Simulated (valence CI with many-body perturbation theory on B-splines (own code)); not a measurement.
**Which ion has this spectrum?**

A relativistic CI+MBPT calculation for an atom or ion with 7 electrons gives these levels (Ry):

```
  J  Parity       E     g
3/2     odd    0.00  1.33
3/2     odd   51.97  1.44
5/2     odd   53.60  1.17
1/2     odd   56.63  0.63
5/2    even   72.38  1.46
1/2    even   78.77  2.03
3/2    even   78.87  1.18
3/2     odd  108.72  1.29
3/2    even  126.06  1.58
5/2    even  128.82  1.28
1/2    even  132.50  1.37
3/2    even  133.22  1.03
3/2     odd  155.75  1.31
1/2    even  185.72  1.84
```

The energies are calculated, and their last digits are not significant.

**Question.** Which is it?
A. Dy59+
B. Ho60+
C. Tb58+
D. Gd57+

**Answer.** D. Gd57+, ground level (2s^2 2p1/2^2 2p3/2) J=3/2.
